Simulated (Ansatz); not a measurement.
Two members of one family (X2Al-Y-SiH3), computed with Ansatz in the gas phase. The two geometries come from different levels. Binding counts from free atoms in the multiplicity of their measured ground term, without zero-point energy. A dash marks a value that wasn't run or was left out as unsound. The structures are stationary points that may keep the symmetry of their start. Remarks come from the PBE and PBE0 runs and from stability tests at other levels; not every state was tested. HOMO above LUMO (over both spins in singlets and doublets, within one spin in higher multiplets; at PBE or PBE0), or a gap under 0.15 eV within one spin, warns that the state may not be the lowest or that an electron is smeared out.

First: (F)2Al-NH-SiH3 (singlet, charge 0, PBE-D4/def2-SVP geometry).

```xyz
9

Al   -0.168    1.076   -1.389
F     1.224    0.693   -2.222
F    -1.198    2.221   -2.028
N    -0.565    0.288    0.155
Si    0.331   -0.945    1.036
H    -1.441    0.592    0.598
H    -0.480   -2.203    1.218
H     0.741   -0.471    2.407
H     1.556   -1.250    0.224
```

| level | HOMO (eV) | LUMO (eV) | gap (eV) | vertical IE (eV) | binding per atom (eV) |
| --- | --- | --- | --- | --- | --- |
| PBE-D4/def2-SVP | -6.55 | -1.70 | 4.85 | – | 3.76 |
| r2SCAN-D4/def2-TZVP | -7.06 | -1.50 | 5.57 | 10.09 | 3.76 |
| B3LYP-D4/def2-TZVP | -7.88 | -1.40 | 6.48 | – | 3.75 |
| PBE0-D4/def2-SVP | -7.97 | -0.85 | 7.12 | – | 3.68 |
| PBE0-D4/def2-TZVP | -8.11 | -1.09 | 7.03 | 10.22 | 3.70 |

Second: (OH)2Al-O-SiH3 (singlet, charge 0, PBE0-D4/def2-SVP geometry).

Cartesian coordinates in Å:
```
Al -0.629 -0.252 1.036
O -1.941 0.586 1.706
O -0.036 -1.630 1.817
O 0.104 0.256 -0.398
Si 1.082 0.376 -1.715
H -2.337 1.372 1.328
H -0.406 -1.972 2.632
H 0.571 1.446 -2.625
H 2.476 0.731 -1.306
H 1.116 -0.912 -2.474
```

Question: Estimate how these quantities change from the first to the second (second minus first).

Answer: 
```csv
level,Δ HOMO (eV),Δ LUMO (eV),Δ gap (eV),Δ vertical IE (eV),Δ binding per atom (eV)
PBE-D4/def2-SVP,-0.43,0.46,0.89,–,0.10
r2SCAN-D4/def2-TZVP,-0.54,0.43,0.97,0.21,0.14
B3LYP-D4/def2-TZVP,-0.61,0.40,1.02,–,0.12
PBE0-D4/def2-SVP,-0.59,0.48,1.07,–,0.10
PBE0-D4/def2-TZVP,-0.60,0.40,1.00,0.52,0.11
```

Remarks: gap within one spin near zero at PBE or PBE0 (+1 doublet), HOMO above LUMO (+1 doublet).
